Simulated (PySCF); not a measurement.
HgCl, SMILES [Cl][Hg+], charge +1.

Coordinates come from a B3LYP-D3(BJ)/def2-TZVPD optimisation. The spin state was assumed, not searched. The def2 effective core potentials stand for the cores of Hg; spin–orbit coupling is left out.

All values below come from PBE/def2-TZVPD (PySCF).

Gas-phase values at a fixed geometry.

The total energy is -613.21350 hartree and the point group comes out as C∞v. The highest occupied level is -13.85 eV and the lowest empty level comes out as -12.53 eV. The orbital gap comes out as 1.32 eV and the dipole moment about the centre of nuclear charge comes out as 1.93 D. The mean static polarisability is 36.6 bohr³ (5.42 Å³). The polarisability, principal values comes out as 27.4, 27.4, 55.1 bohr³.
